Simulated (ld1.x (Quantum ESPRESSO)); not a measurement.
**Sn: one change to an ultrasoft potential, before and after**

Sn, ultrasoft, made with ld1.x (Quantum ESPRESSO) 7.5 (PBE, scalar-relativistic). Core [Ar] 3d10 4s2, reference 4p6 4d10 5s2 5p1 (charge +1). Waves: 5s (bound): rcut 1.45, rcutus 1.90 bohr; 5s channel at 3.8 Ry: rcut 1.45, rcutus 1.90 bohr; 4p (bound): rcut 1.60, rcutus 1.80 bohr; 5p (bound): rcut 1.60, rcutus 1.80 bohr; 4d (bound): rcut 1.25, rcutus 1.45 bohr; 4d channel at -1.95 Ry: rcut 1.25, rcutus 1.45 bohr. Local part: all-electron potential smoothed inside 1.15 bohr (lloc = -1). Core correction: Bessel-smoothed model core inside 1.10 bohr. Augmentation charge: PSQ, inside the norm-conserving radii.

All-electron outer shells of the reference configuration (PBE, scalar-relativistic, ld1.x):

```csv
shell,level (eV),outermost node (bohr),outermost maximum (bohr)
4s,-141.92,0.40,0.74
4p,-97.69,0.41,0.79
4d,-33.81,0.39,0.88
5s,-17.81,0.98,1.99
5p,-10.25,1.08,2.43
```

Change: waves 4d (bound): rcut 1.25, rcutus 1.78 bohr; 4d channel at -1.95 Ry: rcut 1.25, rcutus 1.78 bohr.

Cutoffs: the cutoffs (Ry, on a coarse ladder) from which the occupation-weighted sum of valence levels, in a spherical-Bessel basis at the reference potential, stays within 10 and 1 mRy of its value at 400 Ry; they do not see the model core or the augmentation charge, which bear on the density cutoff. Errors are all-electron minus pseudo energies relative to the spin-unpolarised reference configuration.

**Question.** How do hardness, ghosts and transferability respond?

**Answer.** The potential gets softer (70 Ry and 120 Ry → 40 Ry and 70 Ry); both files keep a bound ghost (s); the d channel binds one level more than in the base; of the 7 tests that both files solve, the error grows in 3 and shrinks in 3 by more than 15 % and 0.3 meV (median size 3.4 → 3.0 meV); the range in which the d phases agree narrows (upper end at the end of the scan → -0.7). A larger radius leaves more room for a smooth pseudo-wave, so fewer plane waves are needed.

```csv
quantity,base,changed
"cutoff, loose",70 Ry,40 Ry
"cutoff, tight",120 Ry,70 Ry
loose cutoff by channel (10 mRy a level),"s 10 Ry, p 25 Ry, d 45 Ry","s 10 Ry, p 25 Ry, d 30 Ry"
bound ghosts,s,s
"error for 4p6 4d10 5s2 5p2, meV [ΔE -6.87 eV]",+1.7,+1.3
"error for 4p6 4d10 5s2 5p0, meV [ΔE 13.95 eV]",-3.4,-5.2
"error for 4p6 4d10 5s1 5p0, meV [ΔE 44.92 eV]",-11,-29
"error for 4p6 4d10 5s0 5p0, meV [ΔE 86.05 eV]",-36,-91
"error for 4p6 4d10 5s2 5p2.3, meV [ΔE -7.72 eV]",+2.0,+1.5
"error for 4p6 4d10 5s1 5p3, meV [ΔE 0.10 eV]",+0.3,+0.2
"error for 4p6 4d9 5s2 5p3, meV [ΔE 17.59 eV]",+69,+3.0
s: phases at 2.05 bohr within 0.05 rad from the reference energy up to (Ry; the scan ends near 5),to the end of the scan,to the end of the scan
p: phases at 2.05 bohr within 0.05 rad from the reference energy up to (Ry; the scan ends near 5),to the end of the scan,to the end of the scan
d: phases at 2.05 bohr within 0.05 rad from the reference energy up to (Ry; the scan ends near 5),to the end of the scan,-0.7
lowest overlap eigenvalue by channel,"s 0.55, p 0.68, d 0.93","s 0.55, p 0.68, d 1.00"
```

 A true bound ghost makes a file unfit for plane-wave use even where its test errors are small: the radial tests pick states by their node count and pass the ghost by.
